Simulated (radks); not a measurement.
Cu19+, configuration [Ne]. Calculated with a radial shooting solver on a logarithmic mesh with Libxc functionals: scalar-relativistic Kohn-Sham, LDA (Slater exchange, VWN5 correlation), spin-polarised, spherical densities, finite nucleus; Fermi nuclear charge, rms radius 3.8823 fm.

Unscreened Slater integrals over Kohn-Sham orbitals (hartree). They are taken over the spin-up orbitals. Empty in this configuration: 3s.

integral,value
"F0(2p,2p)",4.5129
"F2(2p,2p)",2.1382
"F0(2p,2s)",4.1432
"G1(2p,2s)",2.3751
"F0(2p,1s)",6.1648
"G1(2p,1s)",1.0826
"F0(2p,3s)",2.0522
"G1(2p,3s)",0.21315
"F0(2s,2s)",3.9069
"F0(2s,1s)",5.4864
"G0(2s,1s)",0.51429
"F0(2s,3s)",2.0086
"G0(2s,3s)",0.16850
"F0(1s,1s)",18.032
"F0(1s,3s)",2.3387
"G0(1s,3s)",0.11261
"F0(3s,3s)",1.5655
